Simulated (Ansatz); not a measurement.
`B[C@H]1C[Si@H]1Cl` at its PBE0-D4/def2-TZVP geometry, where that method's forces vanish. The species carries charge 0 and has multiplicity 1.

```xyz
11

B     1.0026   -1.0164   -0.7624
C    -0.0201    0.0815   -0.7992
C    -1.3292    0.0934    0.0298
Si    0.0616    0.8232    0.9422
Cl    0.8908   -0.1033    2.5523
H     0.8583   -1.9630   -0.0406
H     2.0008   -0.9180   -1.4156
H     0.0744    0.8820   -1.5317
H    -1.6753   -0.8884    0.3394
H    -2.1228    0.7305   -0.3459
H     0.2588    2.2785    1.0317
```

Task: What forces (eV/Å) does PBE-D4/def2-TZVPP give on these atoms in the Gaussian-basis code of Ansatz? (Best estimate.)

Result: Ansatz gave: 
```
B1   0.050 -0.022  0.006
C2  -0.004 -0.161 -0.196
C3  -0.131 -0.017 -0.061
Si4  0.069  0.125  0.159
Cl5  0.120 -0.125  0.235
H6  -0.015 -0.099  0.068
H7   0.101  0.011 -0.067
H8   0.023  0.171 -0.149
H9  -0.070 -0.190  0.076
H10 -0.170  0.131 -0.059
H11  0.026  0.175 -0.011
```
